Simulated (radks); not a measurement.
Species: neutral gadolinium. Configuration: [Xe] 4f(up 5.5, down 1.5) 5d(up 0.5, down 0.5) 6s2 (fractional occupations, a model configuration).

All-electron calculation, scalar-relativistic Kohn-Sham, r2SCAN, spin-polarised, spherical densities, finite nucleus; meta-GGA in the generalised Kohn-Sham scheme; Fermi nuclear charge, rms radius 5.1569 fm. Program: a radial shooting solver on a logarithmic mesh with Libxc functionals.

Energy parts (hartree):
| part | energy |
|---|---|
| total | -11271.5614 |
| kinetic | 12102.2905 |
| electron-nucleus | -27493.5212 |
| Hartree | 4368.7830 |
| exchange-correlation | -249.1137 |

Orbitals (lengths in bohr, moments of r in powers of bohr; r(90%) holds 90 % of the orbital's charge):
orbital,occ.,eigenvalue (hartree),r(90%),<1/r>,<r^2>
1s up,1,-1843.752,0.0396,71.64,0.0006551
1s down,1,-1843.752,0.0396,71.64,0.0006551
2s up,1,-305.2238,0.144,16.63,0.01027
2s down,1,-305.2239,0.144,16.63,0.01027
2p up,3,-271.4985,0.134,15.52,0.008285
2p down,3,-271.4983,0.134,15.52,0.008285
3s up,1,-67.99279,0.358,6.114,0.06808
3s down,1,-67.92183,0.358,6.118,0.06800
3p up,3,-57.48976,0.363,5.740,0.06834
3p down,3,-57.41871,0.363,5.745,0.06823
3d up,5,-43.61571,0.345,5.438,0.05755
3d down,5,-43.56046,0.344,5.442,0.05742
4s up,1,-13.91390,0.794,2.565,0.3451
4s down,1,-13.74565,0.793,2.564,0.3450
4p up,3,-10.43426,0.850,2.360,0.3893
4p down,3,-10.26544,0.850,2.359,0.3893
4d up,5,-5.60122,0.954,2.080,0.4690
4d down,5,-5.43147,0.956,2.078,0.4705
4f up,5.5,-0.38052,1.45,1.535,0.9460
4f down,1.5,-0.22839,1.55,1.498,1.072
5s up,1,-1.91825,1.91,0.9977,1.984
5s down,1,-1.84001,1.94,0.9785,2.046
5p up,3,-1.06280,2.26,0.8457,2.717
5p down,3,-1.00916,2.31,0.8267,2.821
5d up,0.5,-0.09725,4.52,0.4893,9.324
5d down,0.5,-0.08065,4.86,0.4615,10.66
6s up,1,-0.15898,5.87,0.3128,18.04
6s down,1,-0.15222,6.04,0.3037,19.07

The highest occupied level is 5d down at -2.195 eV. The density falls to 0.001 e/bohr^3 at r = 5.28 bohr. The electron density at the nucleus is 6.58e+05 e/bohr^3 (large components only). Summed over all electrons, <r^2> = 83.48 bohr^2, which gives a Langevin (diamagnetic) susceptibility term of -66.1 x 10^-6 cm^3/mol.
